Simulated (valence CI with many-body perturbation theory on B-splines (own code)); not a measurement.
Ti XVII in brief

Method: configuration interaction combined with many-body perturbation theory (CI+MBPT): four valence electrons over a frozen Dirac-Fock core [He], radial functions for each j: 11 s, 11 p, 10 d, 8 f, 5 g, 2 h, with the one-electron correlation potential Σ1, the two-electron term Σ2, the three-electron term Σ3, Breit, model QED; selected CI, second order for the rest, scaled by the run's own slope (own B-spline code, finite nucleus).

No measured levels were compared; by estimate levels of excited configurations hold to 0.05 to 0.15 % of their energy, terms of the ground configuration to about 0.5 %. Among the levels kept, up to 850 cm⁻¹ of a level comes from second order outside the variational space, and about a tenth of that is noise between levels of different J, which matters for small intervals.

Rates and lifetimes use the calculated energies. Strong lines usually hold to 10 to 20 %, long lifetimes can be off by a factor of two.

(1) What is the ground level?

(2) What is the ionisation energy?

(3) Where does the other parity begin?

(4) Among levels below 802.70 eV, which E1 lines absorb most strongly from the ground level?

(5) How well does LS coupling describe the low levels?

Answers

(1) 2s2 2p2 3P_0, composition 94 % 2s2 2p2 3P + 5 % 2s2 2p2 1S.

(2) 1131.3 eV; NIST lists 1130.2 ± 0.5 eV (semi-empirical).

(3) At 2s 2p3 5S°_2, 41.35 eV.

(4) to 2s2 2p 3d 3D°_1 at 1.812 nm, f = 1.24; to 2s 2p2 3p 3D°_1 at 1.759 nm, f = 0.222; to 2s 2p3 3D°_1 at 17.23 nm, f = 0.0776.

(5) Among the lowest 20 levels the leading LS term, summed over configurations, holds 95 % on average. For single configurations the figures are 94 % in LS and 72 % in jj coupling. Terms mix most in the J = 2 level at 85.19 eV, where the leading one holds 88 %.
